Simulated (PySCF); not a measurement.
**Electronic structure of Se²¹⁺ (selenium, charge +21) at the UHF level**

Configuration: [Ne] 3s2 3p1, 2P determinant. All numbers are calculated (PySCF 2.14, the non-relativistic Hamiltonian (point nucleus), in an even-tempered Gaussian basis (17 s from 1.9 bohr⁻², ratio 2.5; 11 p from 2.4 bohr⁻², ratio 2.5; 5 d from 11 bohr⁻², ratio 2.7; 4 f from 17 bohr⁻², ratio 2.7)).

| Property | Result |
| --- | --- |
| Total energy | -2135.083436 hartree |
| One-electron energy | -2478.3224 hartree |
| Hartree (Coulomb) energy | 402.1643 hartree |
| Exchange energy | -58.9253 hartree |
| Kinetic energy | 2135.24675 hartree |
| ⟨S²⟩ | 0.7523 |
| ⟨L²⟩ | 2.007 |
| Sum of ⟨r⟩ | 2.964 bohr |
| Sum of ⟨r²⟩ | 1.119 bohr² |
| Traceless quadrupole moment −½Σ⟨3z² − r²⟩ along its main axis | -0.105 e·bohr² |
| Density at the nucleus (Gaussians lack the cusp) | 27000 bohr⁻³ |
| Spin density at the nucleus | 0.388 bohr⁻³ |

| shell | electrons | mean orbital energy (hartree) | spread (hartree) | rms radius, mean of both spins (bohr) |
| --- | --- | --- | --- | --- |
| 1s α | 1 | -494.20356 | 0 | 0.0520 |
| 1s β | 1 | -494.11109 | 0 | 0.0520 |
| 2s α | 1 | -92.55464 | 0 | 0.212 |
| 2s β | 1 | -92.49072 | 0 | 0.212 |
| 2p α | 3 | -86.37779 | 0.10870 | 0.187 |
| 2p β | 3 | -86.25918 | 0.14435 | 0.187 |
| 3s α | 1 | -34.27996 | 0 | 0.525 |
| 3s β | 1 | -33.87311 | 0 | 0.525 |
| 3p α | 1 | -32.42053 | 0 | 0.512 |

Spin-orbit coupling, absent here, splits the open shell strongly.

Spin-orbit constants ζ (cm⁻¹) from the X2C one-electron operator on these orbitals (non-relativistic here): bare nucleus, nucleus screened by l(l+1)(2l+1)/3 electrons, and screened by the Breit-Pauli mean field of the electrons.

```tsv
shell	bare	screened nucleus	mean field
2p	223100	210000	204100
3p	47900	45080	43780
```

To first order the Landé constant is A = 43780 cm⁻¹, so the lowest level has J = 1/2 and lies 5.43 eV below the centre of the term.
